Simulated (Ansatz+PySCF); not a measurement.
Values are calculated unless marked as measured or tabulated.
Several solutions for singlet H6

```xyz
6

H     2.2000    0.0000    0.0000
H     1.1000    1.9053    0.0000
H    -1.1000    1.9053    0.0000
H    -2.2000    0.0000    0.0000
H    -1.1000   -1.9053    0.0000
H     1.1000   -1.9053    0.0000
```

Basis set: cc-pVDZ (spherical functions). Charge 0, multiplicity 1.

CASSCF(2,2) was run from several starts with Ansatz (development build ahead of 0.2.0) and PySCF 2.14.0. The starts are those of the Hartree–Fock orbitals from which the active space was taken at the frontier.

| run | program | start | converged | energy (hartree) | <S²> |
| --- | --- | --- | --- | --- | --- |
| A | Ansatz | search for the lowest state | yes | -2.79472 | 0.00 |
| B | PySCF | program defaults | yes | -2.76387 | 0.00 |
| C | Ansatz | atomic start, no search | yes | -2.79472 | 0.00 |
| D | Ansatz | stability test followed | yes | -2.79472 | 0.00 |

Which runs reached the lowest solution of this kind, and what is wrong with the others?

A, C, D reached the lowest solution found. Converged but too high: B by 0.84 eV. Convergence only shows a stationary point; in CASSCF the end hangs on which orbitals enter the active space. Caution: other starts end on other solutions of this active space.
